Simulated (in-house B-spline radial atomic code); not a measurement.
Cu. Computed with a B-spline radial atomic code. Model: non-relativistic spherical atom: semilocal Troullier-Martins pseudo-atom, one channel per l, against all electrons, high spin, G0W0 and RPA with empty states to l = 8, local potential for every l without a channel, a model core (radius 0 = none) keeps its share of the functional.

What the tables leave out is listed at the end.

The pseudopotential gives back the lowest level of each angular momentum of its own functional in the configuration it was made in; a second state of the same l is only approximately right. Exact exchange, RPA and GW see the smooth pseudo-orbitals and miss the exchange with the core, for which the functional's share stands in. The column with an uncorrelated core keeps all orbitals and exact exchange, and so separates missing core correlation from pseudisation. Only the three outermost levels and the lowest empty one were computed. RPA here is direct RPA, with no exchange kernel, and its energies carry an (l + 1/2)⁻⁴ tail. A hybrid on a potential with a model core restores only its own semilocal share of the core's exchange.

Command:
```bash
python run_psgw.py task.json out
```
Settings (lengths in bohr, energies in hartree):
```
Z                      29
electrons              29
configuration          [Ar] 3d10 4s1
generated_in           [Ar] 3d10 4s1
functional             lda,vwn
core_shells            3
radius_factor          1
core_correction        False
ion_configuration      [Ar] 3d10
```

Run time, properties included: 75 s on 1 thread of Arm Neoverse N1, with other jobs on the host.

Given: made with LDA VWN5; model core radius 0 bohr; local radius 0.796 bohr; mean-field start LDA VWN5.

Valence shells of the generating configuration: 3s, 3p, 3d, 4s.

Channel: s 0.617, p 0.629, d 1.812 (radii in bohr).

Computed: largest level miss in the spin-unpolarised generating configuration 0.038 eV; valence RPA correlation energy all-electron orbitals -1.483 hartree; valence RPA correlation energy pseudo -1.2817 hartree; pseudo-atom RPA polarisability 30.795 bohr³; ionisation by mean-field all-electron 8.387 eV; ionisation by RPA all-electron 8.0557 eV; ionisation by RPA pseudo minus all 0.07 eV.

```csv
level,occupied,mean-field all-electron (eV),mean-field pseudo minus all (eV),G0W0 all-electron (eV),G0W0 uncorrelated core minus all (eV),G0W0 pseudo minus all (eV),exchange self-energy all-electron (eV),exchange self-energy pseudo (eV)
4s up,1,-5.0072,-0.037,-8.1446,0.004,-0.087,-10.991,-10.686
4s down (empty),0,-4.188,-0.041,-1.3643,0.004,-0.061,-2.454,-2.1256
```

Q: What is the ionisation by mean-field pseudo minus all?

A: 0.044 eV.

Q: What is the all-electron RPA polarisability, core included?

A: 31.135 bohr³.

Given: mean-field start PBE0.

Computed: valence RPA correlation energy all-electron orbitals -1.4024 hartree; all-electron RPA polarisability, core included 28.821 bohr³; pseudo-atom RPA polarisability 28.994 bohr³; ionisation by mean-field all-electron 7.7474 eV; ionisation by mean-field pseudo minus all -0.027 eV; ionisation by RPA pseudo minus all 0.061 eV.

```
          level  occupied  mean-field all-electron (eV)  mean-field pseudo minus all (eV)  G0W0 all-electron (eV)  G0W0 uncorrelated core minus all (eV)  G0W0 pseudo minus all (eV)  exchange self-energy all-electron (eV)  exchange self-energy pseudo (eV)
          4s up         1                       -5.3671                             0.019                 -7.8448                                  0.004                      -0.033                                 -10.454                           -10.098
4s down (empty)         0                       -2.6753                             0.007                  -1.045                                  0.004                      -0.043                                 -2.0007                           -1.7109
```

Q: What is the valence RPA correlation energy pseudo?

A: -1.2146 hartree.

Q: What is the ionisation by RPA all-electron?

A: 7.9169 eV.

Given: mean-field start Hartree-Fock.

Computed: valence RPA correlation energy all-electron orbitals -1.2325 hartree; valence RPA correlation energy pseudo -1.0781 hartree; all-electron RPA polarisability, core included 25.07 bohr³; pseudo-atom RPA polarisability 24.675 bohr³; ionisation by mean-field all-electron 6.422 eV; ionisation by mean-field pseudo minus all 0.052 eV.

| level | occupied | mean-field all-electron (eV) | mean-field pseudo minus all (eV) | G0W0 all-electron (eV) | G0W0 uncorrelated core minus all (eV) | G0W0 pseudo minus all (eV) | exchange self-energy all-electron (eV) | exchange self-energy pseudo (eV) |
| --- | --- | --- | --- | --- | --- | --- | --- | --- |
| 4s up | 1 | -6.5206 | -0.056 | -7.3843 | 0.003 | -0.087 | -9.1085 | -8.9683 |
| 3d up | 1 | -13.308 | 0.022 | -11.165 | 0.092 | -0.275 | -46.482 | -41.306 |
| 3d down | 1 | -13.424 | 0.109 | -11.159 | 0.093 | -0.244 | -47.128 | -41.68 |

Q: What is the ionisation by RPA pseudo minus all?

A: 0.066 eV.

Q: What is the ionisation by RPA all-electron?

A: 7.4769 eV.

Among the listed levels the largest G0W0 shift of the pseudo-atom is -0.28 eV, for 3d up on the Hartree-Fock start, while leaving the core uncorrelated moves that level by +0.09 eV. So pseudisation and the lost core exchange, not the missing core correlation, make the error. Not in the tables (levels of low weight, unsolved or above zero; the highest and the empty levels are kept at any weight): on LDA the G0W0 levels 3d down (pseudo minus all -0.12 eV, weights 0.47 and 0.49), 3d up (pseudo minus all -0.12 eV, weights 0.47 and 0.49); on PBE0 the G0W0 levels 3d down (pseudo minus all +0.00 eV, weights 0.71 and 0.70), 3d up (pseudo minus all -0.02 eV, weights 0.47 and 0.51).
